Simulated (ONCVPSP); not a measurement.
Cutoff test, oxygen (O), ONCV

```json
{"Element": "O (Z = 8)", "Generator": "ONCVPSP 4.0.1", "Type": "optimised norm-conserving Vanderbilt (ONCV)", "Functional": "PBE", "Relativity": "fully relativistic", "Frozen core": "[He]", "Valence charge": "6", "Reference configuration": "2s2 2p2 (charge +2)", "Partial waves": "2s: rc 0.80 bohr, ncon 4, nbas 7, qcut 8.5 1/bohr, 2 projectors, debl 2.4 Ha; 2p: rc 1.95 bohr, ncon 4, nbas 8, qcut 6.7 1/bohr, 2 projectors, debl 3.8 Ha", "Local potential": "polynomial inside 0.70 bohr (lpopt 5, dvloc0 6 Ha)", "Core correction": "none"}
```

Open shells are filled in proportion to 2j + 1.

Question: For each optimised wave give the share of its norm inside rc, the residual kinetic energy above qcut (Ha) and the cutoffs (Ha) for errors of 10, 1, 0.1 and 0.01 mHa per electron.

Answer:

```json
{"wave": "2s", "norm inside rc": "0.328", "residual KE": "2.9e-03", "10 mHa": "28.9", "1 mHa": "66.0", "0.1 mHa": "165.5", "0.01 mHa": "198.0"}
{"wave": "s projector 2", "norm inside rc": "0.029", "residual KE": "4.7e-04", "10 mHa": "16.8", "1 mHa": "31.7", "0.1 mHa": "74.4", "0.01 mHa": "246.1"}
{"wave": "2p j=3/2", "norm inside rc": "0.951", "residual KE": "1.7e-05", "10 mHa": "14.6", "1 mHa": "17.9", "0.1 mHa": "20.3", "0.01 mHa": "27.1"}
{"wave": "p projector 2 j=3/2", "norm inside rc": "0.121", "residual KE": "3.7e-04", "10 mHa": "16.9", "1 mHa": "20.7", "0.1 mHa": "42.1", "0.01 mHa": "71.6"}
{"wave": "2p j=1/2", "norm inside rc": "0.951", "residual KE": "1.7e-05", "10 mHa": "14.6", "1 mHa": "17.9", "0.1 mHa": "20.4", "0.01 mHa": "27.1"}
{"wave": "p projector 2 j=1/2", "norm inside rc": "0.121", "residual KE": "3.7e-04", "10 mHa": "16.9", "1 mHa": "20.7", "0.1 mHa": "42.2", "0.01 mHa": "71.7"}
```

The occupied waves need 66 Ha and 166 Ha for 1 and 0.1 mHa. Its largest configuration-test error is +2106 meV.
